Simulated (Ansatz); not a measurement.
Molecule: C₂H₆FSi (charge 0, doublet). It need not be the lowest isomer of its formula. 
Coordinates optimised at B3LYP-D3(BJ)/def2-TZVP (Ansatz, an electronic-structure program):
```xyz
10

Si    -0.2124     0.3315    -0.1726
C      1.4544     0.0163    -0.9731
C     -1.2405    -1.2331    -0.0559
F      0.0709     0.8332     1.3433
H      2.0017    -0.7410    -0.4026
H      1.3249    -0.3481    -1.9941
H      2.0592     0.9230    -1.0069
H     -1.4437    -1.6316    -1.0519
H     -2.1938    -1.0487     0.4404
H     -0.6963    -1.9918     0.5156
```
Charge 0, spin multiplicity 2.

Wanted: atomisation energy (electronic, to ground-state atoms), in eV. Cores are frozen in the correlated levels unless marked. Open shells are spin-unrestricted. Spin-orbit coupling is left out. No relativistic terms. The coupled-cluster limit lacks core correlation, which all-electron functionals hold. Basis-set limits of correlation are two-point, X^-3; Hartree-Fock from the larger set. [CCSD(T)-MP2]/basis is that difference in the basis named.

| level | program | atomisation energy (eV) |
|---|---|---|
| PBE0/STO-3G | Ansatz | 45.65 |

Q: Predict the RI-MP2/CBS(cc-pV(T+d)Z,cc-pV(Q+d)Z)+[CCSD(T)-MP2]/cc-pV(T+d)Z result (Ansatz).

A: 38.82 eV, so PBE0/STO-3G differs from it by 6.83 eV.
